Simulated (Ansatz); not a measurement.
```yaml
crystal:
  periodic: [false, false, false]
  atoms:
    - {symbol: S, position_ang: [-0.147806, 1.221684, -0.462992]}
    - {symbol: B, position_ang: [-0.030794, -0.122394, 0.116271]}
    - {symbol: S, position_ang: [1.231605, -1.144052, 1.057409]}
    - {symbol: Cl, position_ang: [-1.460504, -1.613213, -0.114527]}
    - {symbol: H, position_ang: [-1.199532, 0.989912, -1.557370]}
    - {symbol: H, position_ang: [1.831013, 0.001992, 1.189414]}
basis:
  gaussian: {orbitals: aug-cc-pVDZ, nuclear_model: gaussian}
hamiltonian: {xc: {name: revPBE}, dispersion: d3bjatm}
output: {forces: true}
```

```sh
$ ansatz run in.yaml --threads 4 --pin off --events-out ev --progress --plain --max-ram 10444MiB
```

It prints (some lines left out):

```
Functional definition: revPBE
1324 factors; their error is unknown
mean field evaluation 1: about -34891.5728 eV, gradient 3.7e1 eV
mean field evaluation 2: about -34882.0226 eV, gradient 6.4e1 eV
mean field evaluation 4: about -34895.8099 eV, gradient 4.5e0 eV
mean field evaluation 8: about -34895.8780 eV, gradient 2.0e-1 eV
mean field evaluation 16: about -34895.8531 eV, gradient 2.3e-4 eV
mean field -34895.85307583 eV, -1282.3989472778 hartree, gradient 2.3e-5 eV, S^2 0.000000; 0 other end points of the search recorded, 0 dependent functions left out
reference -34895.85316260 eV, -1282.3989504666 hartree; 28, 28 occupied and 94, 94 virtual orbitals, 1324 factors
Total energy: -34896.29996005 eV, -1282.4153699702 hartree
Atom 0 at    -0.147806     1.221684    -0.462992 Å, force    -2.566520    14.396912    -7.947798 eV/Å
Atom 1 at    -0.030794    -0.122394     0.116271 Å, force    -0.148132   -17.877008     6.125440 eV/Å
Atom 2 at     1.231605    -1.144052     1.057409 Å, force    -1.499727     0.141478    -0.577597 eV/Å
Atom 3 at    -1.460504    -1.613213    -0.114527 Å, force     0.908129     1.542909    -0.182665 eV/Å
Atom 4 at    -1.199532     0.989912    -1.557370 Å, force     1.526457     0.324471     1.996159 eV/Å
Atom 5 at     1.831013     0.001992     1.189414 Å, force     1.779793     1.471239     0.586460 eV/Å
Dipole moment:     0.230376     0.651618    -0.187340 e Å
```

It took 1.5 s on 4 threads of an Arm Neoverse V1 on a shared host, with 0.36 GiB of host memory at the peak.
